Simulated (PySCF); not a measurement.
## A ladder for the electron affinity of Ni

Ni⁻ [Ar] 3d9 4s2 (2D) → Ni [Ar] 3d8 4s2 (3F). Scalar values calculated with PySCF 2.14 in x2c-TZVPPall with one added diffuse shell each of s, p, d, f type (spin-free X2C; valence: [Ar] frozen; valence and next inner shell: [Ne] frozen). The spin-orbit shift comes from two-component X2C-1e calculations (generalised Hartree-Fock, GHF, and MP2 on its spinors, GMP2) in x2c-TZVPall-2c with one added diffuse shell each of s, p, d type: GMP2 gives 1.474 eV without and 1.424 eV with screened spin-orbit coupling, a shift of -0.050 eV (GHF: -0.049 eV). Sums use unrounded values; where a UHF row is shifted, it takes the GHF shift.

| method | scalar (eV) |
| --- | --- |
| UHF | -1.799 |
| LDA | 2.357 |
| PBE | 1.815 |
| PBE0 | 1.036 |
| r2SCAN | 1.027 |
| wB97X-V | 1.059 |
| TPSS | 1.456 |
| revPBE | 1.717 |
| PW91 | 1.862 |
| MP2 (valence) | 1.261 |
| SCS-MP2 (valence) | 0.939 |
| MP2 (valence and next inner shell) | 1.874 |
| SCS-MP2 (valence and next inner shell) | 1.397 |
| CCSD (valence) | 0.484 |
| CCSD(T) (valence) | 0.840 |

Q: Form a composite estimate from CCSD(T) (valence) and the spin-orbit shift, and compare it with the reference, 1.157 eV (measured; photodetachment measurements, as compiled on the Wikipedia data page of electron affinities).

A: 0.840 + (-0.050) = 0.790 eV, an error of -0.367 eV.

The errors of the correlated levels include the incompleteness of the basis and the frozen core, so a lower level can come closer by cancellation.
